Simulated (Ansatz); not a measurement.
Reaction (cleavage of the Si–Si bond): `O[SiH](S)[SiH2][SiH3]` + `[OH][In]([OH])[SH]` → `[OH][In]([SH])[O][SiH3]` + `O[SiH]([SiH3])S`

Computed with Ansatz on PBE0-D4/def2-TZVP structures; ΔE is electronic, products minus reactants. CBS: MP2 limit from def2 TZ/QZ plus the TZ coupled-cluster correction, frozen cores. Functionals use def2-TZVPP. HSE06 is defined as in plane-wave codes. Elements past krypton have def2 core potentials. For In outer-core shells are correlated without core-valence functions, which leaves a few kJ/mol of doubt a bond. Each species was taken in one conformer, which may not be the lowest.

CCSD(T)/CBS gives -1.01 eV.

Problem. Another level gave -0.93 eV. Which?
A. HF/def2-TZVPP
B. HSE06-D4/def2-TZVPP
C. CAM-B3LYP/def2-TZVPP
D. BLYP/def2-TZVPP

Solution. D. BLYP -0.93, HSE06-D4 -0.79, CAM-B3LYP -1.07, HF/def2-TZVPP -1.30 eV.

Problem. What do rigid-rotor, harmonic-oscillator terms from PBE0-D4/def2-TZVP frequencies (298.15 K, 1 bar) make of the CCSD(T)/CBS value? (Best estimate.)

Solution. Computed: ΔZPE = -0.03 eV, ΔH = -1.04 eV, ΔS = -5 J/(mol·K), ΔG = -1.03 eV. Modes under 50 cm⁻¹ make the entropy rough.

Largest T1 diagnostic among the species: 0.016.

From r2SCAN to r2SCAN0 (25 % exact exchange), in def2-TZVPP and without D4, ΔE moves by −0.04 eV. Leaving LDA and LC-ωPBE aside and taking each functional with its dispersion term where it has one, the values, not all of them listed here, spread over 0.41 eV, from BHLYP-D4 to revPBE-D4.
